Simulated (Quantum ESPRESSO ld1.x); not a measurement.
Task: Te5+, 47 electrons, occupied as [Kr] 4d10 5s1. Calculated with ld1.x of Quantum ESPRESSO 7.5: non-relativistic Kohn-Sham, LDA (Slater exchange, VWN5 correlation), spin-polarised, spherical densities, point nucleus; open shells are filled with parallel spins first; relativity is left out, which matters for an element this heavy. Some entries of the table are withheld. Estimate them.

orbital,occ.,eigenvalue (Ry),<r^2> (bohr^2),r(max) (bohr)
1s up,1,-2235.9933,0.001145,0.019
1s down,1,-2235.9881,0.001145,0.019
2s up,1,-338.3237,0.01867,0.107
2s down,1,-338.3209,0.01867,0.107
2p up,3,-317.9033,0.01402,0.084
2p down,3,-317.9004,0.01402,0.084
3s up,1,-70.5358,0.1290,0.306
3s down,1,-70.5313,0.1290,0.306
3p up,3,-61.9835,0.1236,0.292
3p down,3,-61.9790,0.1236,0.292
3d up,5,-46.0381,0.1044,0.239
3d down,5,-46.0341,0.1044,0.239
4s up,1,-15.3550,0.7113,0.727
4s down,1,-15.3447,0.7103,0.727
4p up,3,-12.4033,(1),0.750
4p down,3,-12.3909,(2),0.750
4d up,5,-7.3901,1.051,0.806
4d down,5,-7.3685,1.042,0.806
5s up,1,-4.6952,3.868,1.72
5s down,0,-4.5921,3.869,1.72

Result: 
(1) 4p up <r^2> (bohr^2): 0.7875
(2) 4p down <r^2> (bohr^2): 0.7854
